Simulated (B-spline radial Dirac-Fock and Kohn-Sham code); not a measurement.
# Tm⁷⁺: non-radiative channels of the L1 vacancy

System: Tm⁷⁺, configuration [Kr] 4d10 4f11 5s2 5p3.

Input of the calculation (task.json; shells as n, l, electrons):

```json
{"items": [{
  "Z": 69,
  "q": 7,
  "cfg": [[1, 0, 2], [2, 0, 2], [2, 1, 6], [3, 0, 2], [3, 1, 6], [3, 2, 10], [4, 0, 2], [4, 1, 6], [4, 2, 10], [4, 3, 11], [5, 0, 2], [5, 1, 3]],
  "A": 169,
  "rrms": 5.2256,
  "do": ["binding", "quiet", "decay"],
  "holes": ["K", "L1", "L2", "L3", "M1", "M2", "M3", "M4", "M5", "N1", "N2", "N3", "N4", "N5"]
}]}
```

Run with: `python xray_run.py task.json out`

These are calculated numbers from an atomic code on a B-spline grid; the model is one-electron (LDA, Dirac) transition rates at Dirac-Fock energies. Kinetic energies are configuration averages from the vacuum level; the two-hole energies are estimated from single-hole states.

| transition | kinetic energy (eV) | width (meV) | share (%) |
| --- | --- | --- | --- |
| L1-L2N3 | 10.04 | 203 | 4.6 |
| L1-L2N5 | 168.3 | 87.7 | 2.0 |
| L1-L2N6 | 354.2 | 134 | 3.0 |
| L1-L2N7 | 355.7 | 177 | 4.0 |
| L1-L3N1 | 841.3 | 256 | 5.8 |
| L1-L3N2 | – | 109 | 2.5 |
| L1-L3N3 | 979.8 | 173 | 3.9 |
| L1-L3N4 | 1128.2 | 327 | 7.4 |
| L1-L3N5 | 1137.9 | 408 | 9.3 |
| L1-L3N6 | 1323.0 | 213 | 4.8 |
| L1-L3N7 | 1324.5 | 268 | 6.1 |
| L1-M1M2 | 5542.7 | 115 | 2.6 |
| L1-M1M3 | 5752.3 | 199 | 4.5 |
| L1-M1M4 | 6112.2 | 161 | 3.7 |
| L1-M1M5 | 6157.1 | 216 | 4.9 |
| L1-M4M5 | 6947.9 | 314 | 7.2 |

A dash stands for an energy that rests on an unreliable hole state.

Coster-Kronig rates are the weakest part of this model and often come out 1.5 to 2.5 times too large. The listed channels hold 77 % of the non-radiative rate. Summed by principal shells, of 4.39 eV in all: LLN 55.1 %, LMM 29.4 %, LMN 10.3 %, LLO 3.4 %, LNN 0.9 %, LMO 0.7 %.
